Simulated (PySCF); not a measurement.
# One molecule, several mistakes: H6O2Si2

All numbers below are calculated, not measured. The program is PySCF 2.14.0, an open-source quantum chemistry code, run on an isolated molecule that a program drew, which may never have been made. The molecule is H6O2Si2 (charge 0, singlet), drawn as the SMILES string `O[SiH](O)[SiH3]`.

Each row is a Hartree-Fock (HF) and frozen-core CCSD(T) single point in the cc-pV(D+d)Z basis, meant for a local HF minimum. Run 1 is clean. Each other run has one planted mistake out of seven kinds, and not every kind appears here: one electron removed, one electron added, multiplicity raised by two, geometry at a saddle point, minimal basis STO-3G, one bond length entered in bohr, all coordinates scaled. The reference is restricted for singlets and unrestricted otherwise, and also for a bond in bohr. Adding or removing an electron swaps singlet and doublet. Electrons count all cores. HOMO and LUMO are orbital energies over both spins, the gradient is its largest component, and the lowest frequency (negative if imaginary) is given only where the gradient is small. Bond lengths are over the 9 bonds as drawn. T1 is the CCSD diagnostic: over 0.02 (restricted) or 0.045 (unrestricted) a single reference is doubtful.

Geometry of the clean run:
```xyz
10
H6O2Si2, angstrom
O     0.5739   -1.4369    2.1947
Si   -0.6157   -1.5994    1.0635
O    -0.0275   -1.9265   -0.4426
Si   -1.7181    0.4686    0.9314
H     1.0012   -2.2019    2.5492
H    -1.4898   -2.7279    1.4720
H     0.2655   -2.7985   -0.6602
H    -2.8221    0.3935   -0.0566
H    -0.7732    1.5324    0.5175
H    -2.2944    0.8227    2.2516
```

```
run,electrons,basis functions,<S^2>,HOMO (eV),LUMO (eV),gradient (hartree/bohr),lowest frequency (cm^-1),mean bond (Å),longest bond (Å),T1,HF (hartree),CCSD(T) (hartree),mistake
1,50,104,0.000,-10.87,3.56,1.5e-05,77,1.4967,2.347,0.0126,-731.18444,-731.81914,no fault
2,50,34,0.000,-8.57,10.67,5.4e-02,-,1.4967,2.347,0.0093,-722.40306,-722.59268,minimal basis STO-3G
3,50,104,2.010,-4.04,-1.79,3.8e-02,-,1.4967,2.347,0.0222,-730.94776,-731.57640,multiplicity raised by two
4,50,104,0.000,-10.78,3.10,6.9e-02,-,1.6359,2.566,0.0148,-731.11427,-731.76730,all coordinates scaled
5,50,104,0.818,-11.21,1.53,2.1e-02,-,1.5902,2.347,0.0537,-731.04959,-731.67363,?
6,51,104,0.756,2.75,8.84,5.2e-02,-,1.4967,2.347,0.0195,-731.06720,-731.72484,?
```

**Which mistake was planted in run 5, and what did it cost?**

The mean bond changes by a factor of 1.062 and the longest by 1.000, so the molecule wasn't scaled as a whole. A length L in bohr read as angstrom grows by (1/0.5292 - 1) L = 0.890 L. The 9 bonds together grew by 9 x 0.0935 = 0.842 Å, which gives L = 0.946 Å. That is the length of one of the H-O bonds, 0.945 Å in the clean geometry. So the mistake is: one bond length entered in bohr. Subtracting run 1 and multiplying by 627.51 kcal/mol a hartree, the energy moved by 84.6 kcal/mol in HF and 91.3 kcal/mol in CCSD(T).

**Which mistake was planted in run 6, and what did it cost?**

It counts 51 electrons, one more than the clean run, at the same geometry and basis. So the mistake is: one electron added. Subtracting run 1 and multiplying by 627.51 kcal/mol a hartree, the energy moved by 73.6 kcal/mol in HF and 59.2 kcal/mol in CCSD(T).

Cautions from the logs. Run 5: T1 is over the limit, so its CCSD(T) energy is less reliable; run 6: the HOMO is above zero, so the electron isn't bound and the energy depends on the basis.
